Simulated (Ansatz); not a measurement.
Born–Oppenheimer molecular dynamics of C2H7NSi (11 atoms, charge 0, multiplicity 1). It starts at the highest image of a converged band. Of that band: Neighbouring images differ by up to 2.4 eV, so the band resolves the path poorly. A vibrational analysis at the climbing image gives one clearly imaginary mode, 1848i cm⁻¹: a first-order saddle point.

These are results of UKS B3LYP/def2-SVP in Ansatz, not measurements.

```
ensemble                      : NVE (velocity Verlet)
time step                     : 0.5 fs
steps asked                   : 200
starting velocities drawn for : 300 K
seed                          : 11849
```

First frame:

```xyz
11
Properties=species:S:1:pos:R:3
C -0.311 1.385 -0.446
N 0.036 -0.016 -0.307
C 0.354 -0.644 0.974
Si -0.907 -1.646 -0.488
H -0.565 1.612 -1.493
H 0.528 2.034 -0.142
H -1.185 1.630 0.192
H 1.365 -0.457 1.380
H 0.883 -1.043 -0.171
H -0.393 -0.624 1.793
H 0.260 -2.288 -1.270
```

Question: How far do the bonds stretch over the last three quarters of this one trajectory? (Pairs bonded in most of those frames.)

Answer: 
```tsv
bond	mean (Å)	spread (Å)	shortest	longest
C1–N2	1.496	0.094	1.34	1.68
C1–H5	1.111	0.034	1.05	1.18
C1–H6	1.110	0.026	1.07	1.16
C1–H7	1.106	0.014	1.08	1.13
N2–C3	1.528	0.061	1.39	1.64
N2–Si4	2.063	0.101	1.77	2.22
N2–H9	1.087	0.140	0.85	1.34
C3–Si4	1.975	0.130	1.78	2.16
C3–H8	1.108	0.019	1.07	1.15
C3–H10	1.106	0.027	1.05	1.15
Si4–H11	1.552	0.045	1.48	1.63
```

Mean temperature of the second half: 1517 K. The conserved energy stayed within 2.1 meV per atom of its start (net change -1.1 meV per atom), so there is no drift, though single steps change it by up to 23 meV in the whole system, a sign of fast motions only just resolved. The system heated up, since it started high on the potential surface and ran downhill. A run of 0.1 ps of so small a system gives no equilibrium averages. The orbitals stay closed-shell, which can raise the energy where a bond breaks towards radicals; this wasn't checked here.

The run took 9.8 min on 2 threads of Arm Neoverse V1, on a shared host, peak memory 0.25 GiB.
